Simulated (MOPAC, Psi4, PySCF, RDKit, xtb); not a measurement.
Two geometries of H2Cl6Si3, SMILES Cl[Si](Cl)(Cl)[SiH2][Si](Cl)(Cl)Cl, relaxed at B3LYP-D3(BJ)/def2-SVP with one dihedral held; other torsions can differ between them too.

Structure A

```
11

Cl    -1.5480    -1.5346    -2.0270
Si    -1.7564    -0.1151    -0.5437
Cl    -1.5471     1.7515    -1.3997
Cl    -3.6456    -0.2757     0.2725
Si    -0.1030    -0.3886     1.0891
Si     1.7624    -1.2828     0.0092
Cl     2.1348    -0.1825    -1.6983
Cl     1.4037    -3.2463    -0.5061
Cl     3.4318    -1.2140     1.2232
H     -0.5654    -1.3411     2.1360
H      0.2275     0.9375     1.6788
```

Structure B

```
11

Cl    -1.6619    -1.5794    -2.0360
Si    -1.8322    -0.1289    -0.5753
Cl    -1.7389     1.7183    -1.4958
Cl    -3.6733    -0.3339     0.3374
Si    -0.1042    -0.3040     1.0041
Si     1.4573    -1.8305     0.1847
Cl     2.0845    -1.2319    -1.6890
Cl     0.6146    -3.7094     0.0612
Cl     3.1014    -1.9210     1.4346
H     -0.6495    -0.8118     2.2933
H      0.5422     1.0247     1.1824
```

### Question
Which is lower in energy at the level Psi4 1.11 with DF-MP2 (frozen core)/cc-pVTZ // B3LYP-D3(BJ)/def2-SVP, and by how much?

### Answer
A is lower, by 0.70 kcal/mol (dihedral Cl1–Si2–Si5–Si6: 30° in A, 10° in B).

E(B) − E(A) in kcal/mol at the other levels, on the same two geometries: MMFF94 // B3LYP-D3(BJ)/def2-SVP (RDKit) 1.08; PBE/def2-SVP // B3LYP-D3(BJ)/def2-SVP (Psi4) 0.54; PBE-D3(BJ)/def2-SVP // B3LYP-D3(BJ)/def2-SVP (Psi4) 0.67; HF/cc-pVTZ // B3LYP-D3(BJ)/def2-SVP (Psi4) 0.41; UFF // B3LYP-D3(BJ)/def2-SVP (RDKit) 0.69; PM6, restricted, heats of formation // B3LYP-D3(BJ)/def2-SVP (MOPAC) 0.54; PM3, restricted, heats of formation // B3LYP-D3(BJ)/def2-SVP (MOPAC) -0.32; GFN1-xTB // B3LYP-D3(BJ)/def2-SVP (xtb) 0.46; restricted B3LYP/6-31G*, spherical d, density fitting // B3LYP-D3(BJ)/def2-SVP (PySCF) 0.31; restricted B3LYP/LANL2DZ, with its core potentials past Ne // B3LYP-D3(BJ)/def2-SVP (PySCF) -0.07; restricted BP86/6-31G*, spherical d, density fitting // B3LYP-D3(BJ)/def2-SVP (PySCF) 0.31.

MMFF94 has few fitted parameters for silicon.
